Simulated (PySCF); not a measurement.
Cl2FHOSn, SMILES [OH][Sn]([F])([Cl])[Cl].

Geometry: B3LYP-D3(BJ)/def2-SVP. The structure was generated by enumeration; whether it is a known compound was not checked. The def2 effective core potentials stand for the cores of Sn; spin–orbit coupling is left out. Other conformers were not sampled.

Computed with TDA-M06-2X/def2-SVPD (PySCF 2.14.0).

Vertical excitations. Gas-phase values at a fixed geometry. State labels are in the subgroup Cs.

```tsv
state	symmetry	energy (eV)	λ (nm)	f	main pairs
S1	A"	5.60	222	0.000	HOMO→LUMO 77 %
S2	A"	5.75	216	0.011	HOMO−1→LUMO 84 %
S3	A'	6.00	207	0.039	HOMO−2→LUMO 88 %
S4	A'	6.04	205	0.031	HOMO−3→LUMO 90 %
S5	A"	6.07	204	0.082	HOMO−4→LUMO 75 %
S6	A'	7.22	172	0.120	HOMO−5→LUMO 83 %
S7	A"	7.57	164	0.228	HOMO−6→LUMO 66 %, HOMO−8→LUMO 12 %
S8	A'	8.12	153	0.021	HOMO−9→LUMO 54 %, HOMO−7→LUMO 28 %
S9	A"	8.26	150	0.019	HOMO−8→LUMO 64 %, HOMO−1→LUMO+2 12 %
S10	A'	8.59	144	0.075	HOMO−7→LUMO 45 %, HOMO−9→LUMO 21 %, HOMO−3→LUMO+2 12 %
T1	A"	5.21	238	0	HOMO→LUMO 71 %, HOMO−1→LUMO 11 %
T2	A"	5.30	234	0	HOMO−1→LUMO 58 %, HOMO→LUMO 20 %, HOMO−4→LUMO 13 %
T3	A'	5.46	227	0	HOMO−2→LUMO 90 %
T4	A"	5.49	226	0	HOMO−4→LUMO 66 %, HOMO−1→LUMO 23 %
```
Triplets are in the Tamm–Dancoff approximation.
